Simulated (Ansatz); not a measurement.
Harmonic frequencies (cm⁻¹) at PBE0-D4/def2-TZVP from Ansatz: 50, 62, 62, 73, 73, 85, 102, 103, 143, 153, 214, 214, 354, 441, 441, 723, 723, 724, 970, 970, 971, 981, 983, 984, 1348, 1352, 1352, 1469, 1469, 1471, 1473, 1473, 1473, 3070, 3070, 3070, 3162, 3162, 3162, 3164, 3165, 3165.

Each molecule was computed in one conformer, which needn't be the lowest.

**Question.** Which molecule is it?
A. `[CH3][Ga]([OH])[OH]`
B. `C[Se][Ga]([Se]C)[Se]C`
C. `C[CH](C)[Ga]([CH3])[Cl]`
D. `C[S][Ga]([S]C)[S]C`

**Answer.** D.
